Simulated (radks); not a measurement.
Values are calculated unless marked as measured or tabulated.
All-electron atom: Yb+ in [Xe] 4f14 6s(up 1, down 0).

Level of theory: scalar-relativistic Kohn-Sham, BLYP, spin-polarised, spherical densities, finite nucleus; Fermi nuclear charge, rms radius 5.3108 fm (a radial shooting solver on a logarithmic mesh with Libxc functionals).

Energy parts (eV):
| part | energy |
|---|---|
| total | -382559.28 |
| kinetic | 416807.33 |
| electron-nucleus | -941139.50 |
| Hartree | 149758.89 |
| exchange-correlation | -7985.99 |

Orbitals (lengths in bohr, moments of r in powers of bohr):
orbital  occ.  eigenvalue (eV)       <r^4>   <1/r>
1s up       1        -61240.45   7.556e-07   80.62
1s down     1        -61240.44   7.556e-07   80.62
2s up       1        -10381.76   0.0001161   18.80
2s down     1        -10381.75   0.0001161   18.80
2p up       3        -9152.548  0.00008915   17.26
2p down     3        -9152.542  0.00008915   17.26
3s up       1        -2344.886    0.004344   6.945
3s down     1        -2344.886    0.004344   6.945
3p up       3        -1974.235    0.004611   6.465
3p down     3        -1974.235    0.004611   6.465
3d up       5        -1522.448    0.003595   6.124
3d down     5        -1522.446    0.003595   6.124
4s down     1        -466.3492      0.1052   2.935
4s up       1        -466.3481      0.1052   2.935
4p up       3        -344.6603      0.1402   2.678
4p down     3        -344.6596      0.1401   2.678
4d up       5        -184.4100      0.2177   2.367
4d down     5        -184.4049      0.2177   2.367
5s up       1         -61.5468       4.099   1.097
5s down     1         -61.4938       4.080   1.098
5p up       3         -34.0652       9.349  0.8993
5p down     3         -33.9690       9.193  0.9013
6s up       1          -9.5960       288.6  0.3570
4f up       7          -9.5686       3.014   1.729
4f down     7          -9.5387       2.826   1.732
6s down     0          -9.0304       296.9  0.3573

The highest occupied level is 4f down at -9.539 eV. The density falls to 0.001 e/bohr^3 at r = 4.32 bohr. Spin moment in Bohr magnetons: 1. Summed over all electrons, <r^2> = 50.60 bohr^2, which gives a Langevin (diamagnetic) susceptibility term of -40.1 x 10^-6 cm^3/mol. The electron density at the nucleus is 1.086e+06 e/bohr^3 (large components only).
